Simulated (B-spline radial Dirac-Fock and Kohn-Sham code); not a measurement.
Atomic SCF run for Ge⁶⁺

ΔSCF core binding energies without Breit or QED terms, calculated with an atomic code on a B-spline grid. Keys: rel is the Hamiltonian (dirac, or spin-free x2c and nr, where L3 and M5 stand for the whole 2p and 3d shells), method is hf or an exchange,correlation pair (spin-unpolarised, also for the hole states), nuc the nuclear model, radius_factor scales its radius, rmax is the box in bohr, h the logarithmic mesh step, order the B-spline order, points the quadrature points per cell, c_factor scales the speed of light, and damp, ndamp, maxit and tol steer the iteration. The run stops when the commutator error falls below 10·tol·max(1, Z/10), or the numerical noise floor, and the energy has settled to about 1e-8 Ha; the virial ratio is −V/T.

Input (task.json):

```json
{"items": [{"Z": 32, "q": 6, "cfg": [[1, 0, 2], [2, 0, 2], [2, 1, 6], [3, 0, 2], [3, 1, 6], [3, 2, 8]], "A": 74, "rrms": 4.0742, "do": "settings", "holes": ["K", "L3", "M5"],
  "settings": [{"rel": "dirac", "method": "hf", "nuc": "fermi", "radius_factor": 1.0, "rmax": 45.0, "h": 0.3, "order": 8, "points": 10, "c_factor": 1.0, "maxit": 60, "damp": 0.5, "ndamp": 3, "tol": 1e-08, "cfg": "1s2 2s2 2p6 3s2 3p6 3d11"}]}]}
```

Command: `python xray2_run.py task.json out`

The program stops without a result: overfilled shell.

Task: One setting is unsound. Which, and why?

Result: cfg puts more electrons in a shell than it can hold. With the default settings (Dirac Hartree-Fock): The ground state converged in 10 iterations, with total energy -2086.32140 Ha, virial ratio 1.97867 and highest orbital energy -149.02 eV. ΔSCF binding energies: K (1s) 11254.1 eV, L3 (2p3/2) 1347.7 eV. Holes are computed only in closed shells, and unreliable hole states are left out.
